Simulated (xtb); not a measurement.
F₄OW, charge -1, doublet, geometry from GFN2-xTB (such geometries of metal compounds can be far from the true shape) (the multiplicity is a formal guess); GFN1-xTB (xtb).

xtb was given this input:
```
$ xtb mol.xyz --gfn 1 --chrg -1 --uhf 1 --json

# file mol.xyz
6

W      0.06830354    -0.08411416     0.04394939
O      1.05674556    -1.30135662     0.67995486
F     -0.97134487    -0.69572284    -1.53092736
F      0.22087672     1.61990623     1.04804436
F      0.98756622     0.99128778    -1.34660359
F     -1.73803437    -0.06710439     0.86372059
```

The log (banner, timings and long lists left out):

```
   ID    Z sym.   atoms
    1   74 W      1
    2    8 O      2
    3    9 F      3-6

           -------------------------------------------------
          |                Calculation Setup                |
           -------------------------------------------------

           -------------------------------------------------
          |                 G F N 1 - x T B                 |
           -------------------------------------------------

          ...................................................
          :                      SETUP                      :
          :.................................................:
          :  # basis functions                  30          :
          :  # atomic orbitals                  29          :
          :  # shells                           13          :
          :  # electrons                        41          :
          :  # halogen bonds                     0          :
          :  max. iterations                   250          :
          :  Hamiltonian                  GFN1-xTB          :
          :  restarted?                      false          :
          :  GBSA solvation                  false          :
          :  PC potential                    false          :
          :  electronic temp.          300.0000000     K    :
          :  accuracy                    1.0000000          :
          :  -> integral cutoff          0.2500000E+02      :
          :  -> integral neglect         0.1000000E-07      :
          :  -> SCF convergence          0.1000000E-05 Eh   :
          :  -> wf. convergence          0.2000000E-04 e    :
          :  Broyden damping             0.4000000          :
          :  net charge                         -1          :
          :  unpaired electrons                  1          :
          ...................................................

 iter      E             dE          RMSdq      gap      omega  full diag
   1    -28.0963401 -0.280963E+02  0.862E+00    2.74       0.0  T
   2    -28.1098112 -0.134711E-01  0.476E+00    2.79       1.0  T
   3    -28.1110417 -0.123048E-02  0.103E+00    2.76       1.0  T
   4    -28.1110605 -0.188592E-04  0.357E-01    2.81       1.0  T
   5    -28.1116420 -0.581434E-03  0.154E-02    2.78       2.6  T
   6    -28.1116422 -0.245610E-06  0.261E-03    2.78      15.6  T
   7    -28.1116422 -0.478416E-09  0.126E-04    2.78     323.7  T
   8    -28.1116422 -0.150283E-09  0.191E-06    2.78   21364.5  T

   *** convergence criteria satisfied after 8 iterations ***

         :::::::::::::::::::::::::::::::::::::::::::::::::::::
         ::                     SUMMARY                     ::
         :::::::::::::::::::::::::::::::::::::::::::::::::::::
         :: total energy             -28.069655460398 Eh    ::
         :: gradient norm              0.062580089330 Eh/a0 ::
         :: HOMO-LUMO gap              2.781777851055 eV    ::
         ::.................................................::
         :: SCC energy               -28.111642214809 Eh    ::
         :: -> electrostatic           0.361573709974 Eh    ::
         :: repulsion energy           0.043449414593 Eh    ::
         :: dispersion energy         -0.001462660182 Eh    ::
         :: halogen bond corr.         0.000000000000 Eh    ::
         :: add. restraining           0.000000000000 Eh    ::
         :: total charge              -1.000000000000 e     ::
         :::::::::::::::::::::::::::::::::::::::::::::::::::::

           -------------------------------------------------
          |                Property Printout                |
           -------------------------------------------------

    * Orbital Energies and Occupations

         #    Occupation            Energy/Eh            Energy/eV
      -------------------------------------------------------------
         1        2.0000           -0.6026694             -16.3995
       ...           ...                  ...                  ...
         9        2.0000           -0.3233188              -8.7980
        10        2.0000           -0.3223561              -8.7718
        11        2.0000           -0.3174356              -8.6379
        12        2.0000           -0.3104920              -8.4489
        13        2.0000           -0.3104920              -8.4489
        14        2.0000           -0.3033225              -8.2538
        15        2.0000           -0.3001836              -8.1684
        16        2.0000           -0.3001836              -8.1684
        17        2.0000           -0.2973833              -8.0922
        18        2.0000           -0.2952498              -8.0342
        19        2.0000           -0.2952498              -8.0342
        20        2.0000           -0.2940257              -8.0008
        21        1.0000           -0.1205579              -3.2805 (HOMO)
        22                         -0.0183295              -0.4988 (LUMO)
        23                         -0.0183295              -0.4988
        24                          0.0082772               0.2252
        25                          0.0335735               0.9136
        26                          0.3800458              10.3416
        27                          0.3800458              10.3416
        28                          0.4788349              13.0298
        29                          0.7203378              19.6014
      -------------------------------------------------------------
                  HL-Gap            0.1022285 Eh            2.7818 eV
             Fermi-level           -0.1383678 Eh           -3.7652 eV

  Mulliken/CM5 charges         n(s)   n(p)   n(d)
     1W     1.91676  2.49512   0.345  0.827  2.912
     2O    -0.75724 -1.00090   1.755  5.002  0.000
     3F    -0.53988 -0.62355   1.831  5.708  0.000
     4F    -0.53988 -0.62355   1.831  5.708  0.000
     5F    -0.53988 -0.62355   1.831  5.708  0.000
     6F    -0.53988 -0.62355   1.831  5.708  0.000

Wiberg/Mayer (AO) data.
largest (>0.10) Wiberg bond orders for each atom

 ---------------------------------------------------------------------------
     #   Z sym  total        # sym  WBO       # sym  WBO       # sym  WBO
 ---------------------------------------------------------------------------
     1  74 W    4.972 --     2 O    1.932     4 F    0.760     3 F    0.760
                             6 F    0.760     5 F    0.760
     2   8 O    2.068 --     1 W    1.932
     3   9 F    0.838 --     1 W    0.760
     4   9 F    0.838 --     1 W    0.760
     5   9 F    0.838 --     1 W    0.760
     6   9 F    0.838 --     1 W    0.760
 ---------------------------------------------------------------------------

Topologies differ in total number of bonds
Writing topology from bond orders to xtbtopo.mol

 dipole moment from electron density (au)
     X       Y       Z
   0.0322  -0.0396   0.0207  total (Debye):    0.140

           -------------------------------------------------
          | TOTAL ENERGY              -28.069655460398 Eh   |
          | GRADIENT NORM               0.062580089330 Eh/α |
          | HOMO-LUMO GAP               2.781777851055 eV   |
           -------------------------------------------------

normal termination of xtb
```
